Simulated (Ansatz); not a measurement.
Mulliken charges of CH₆AlNS (`[AlH2][NH]CS`) from r2SCAN/def2-TZVPP in Ansatz (PBE0-D4/def2-TZVP geometry).

```
atom   x (Å)   y (Å)   z (Å)  charge (e)
 Al1  -0.786   1.757  -0.007       0.470
  N2  -0.364   0.097   0.467      -0.339
  C3   0.811  -0.633   0.117       0.028
  S4   0.643  -1.817  -1.277      -0.201
  H5   0.316   2.572  -0.796      -0.167
  H6  -2.203   2.302   0.437      -0.154
  H7  -1.038  -0.477   0.953       0.127
  H8   1.224  -1.187   0.963       0.082
  H9   1.588   0.052  -0.231       0.077
 H10  -0.108  -2.717  -0.622       0.077
```

Task: By hand: the dipole of these point charges (1 e Å = 4.8032 D).

Result: Σ q r = (0.016, -0.007, 0.298) e Å, of length 0.299 e Å = 1.44 D.

Task: How does the dipole of the full density compare? (Best estimate.)

Result: Ansatz gave: (-0.089, -0.065, 0.365) e Å, 1.83 D; the point charges give 0.79 times that, at 19° from its direction.

Point charges leave out the atoms' own dipoles, such as those of lone pairs, and Mulliken's split depends on the basis, so the two needn't agree.
